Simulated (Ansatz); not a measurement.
`[CH3][SnH2][CH2]Cl` + `O[SiH](O)Br` → `CO[SiH](O)Br` + `Cl[CH2][SnH3]`  (substitution at a C–Sn bond)

Calculated with Ansatz (gas phase, PBE0-D4/def2-TZVP geometries, no zero-point term in ΔE). CCSD(T)/CBS is the MP2 limit (def2-TZVPP, def2-QZVPP) plus CCSD(T) − MP2 in def2-TZVPP, frozen cores. Functionals use def2-TZVPP. B3LYP here is the variant with VWN-RPA as its local correlation; programs differ in this. def2 core potentials past Kr. For Br, Sn outer-core shells are correlated without core-valence functions, which leaves a few kJ/mol of doubt a bond. Scalar relativity is left out up to krypton. One conformer a species, not always the lowest.

`[CH3][SnH2][CH2]Cl`:

```xyz
11

C     1.343   -0.143   -1.160
Sn   -0.624   -0.510   -0.420
C    -0.787    0.421    1.525
Cl   -0.303    2.136    1.427
H     1.549    0.926   -1.104
H     1.427   -0.472   -2.195
H     2.075   -0.679   -0.555
H    -0.926   -2.188   -0.238
H    -1.816    0.182   -1.430
H    -0.131   -0.061    2.249
H    -1.808    0.390    1.901
```

`O[SiH](O)Br`:

Z-matrix (Å, degrees):
```
Si
O 1 1.631
Br 1 2.230 2 107.4
O 1 1.621 2 109.9 3 -121.9
H 1 1.469 2 113.6 3 119.3
H 2 0.958 1 117.9 3 -25.3
H 4 0.959 1 118.6 2 53.3
```

`CO[SiH](O)Br`:

Cartesian coordinates in Å:
```
C -0.423 -0.087 1.593
O 0.496 -0.140 0.522
Si 0.237 0.347 -1.003
O 1.501 -0.076 -1.925
Br -1.643 -0.610 -1.725
H -0.694 0.947 1.831
H -1.333 -0.647 1.358
H 0.053 -0.534 2.466
H 0.074 1.805 -1.130
H 1.732 -1.005 -1.986
```

`Cl[CH2][SnH3]`:

```xyz
8

Cl   -0.209    1.091   -2.069
C     0.217   -0.303   -1.045
Sn   -0.155    0.141    1.034
H     1.269   -0.527   -1.213
H    -0.380   -1.150   -1.376
H     0.797    1.482    1.476
H     0.271   -1.223    1.973
H    -1.811    0.490    1.220
```

```tsv
level	ΔE (kJ/mol)	difference from CCSD(T)/CBS
B3LYP-D4	75.1	-14.0
ωB97X-V	75.4	-13.7
ωB97M-V	80.1	-9.0
B2PLYP	80.2	-8.9
PBE	79.7	-9.4
r2SCAN	80.8	-8.3
PBE0	80.0	-9.1
B3LYP	75.0	-14.1
HF/def2-TZVPP	66.0	-23.1
MP2/def2-TZVPP	92.4	3.3
CCSD/def2-TZVPP	81.2	-7.9
CCSD(T)/def2-TZVPP	82.9	-6.2
HF/def2-QZVPP	65.7	-23.4
SCS-MP2/def2-QZVPP	87.6	-1.5
MP2/CBS(def2)	98.6	9.5
CCSD/CBS(def2)	87.4	-1.7
CCSD(T)/CBS	89.1	0
```

Largest T1 diagnostic among the species: 0.012.

In def2-TZVPP, CCSD(T) changes the Hartree–Fock value by +16.9 kJ/mol (the triples alone add +1.7 kJ/mol) and MP2 by +26.4 kJ/mol.
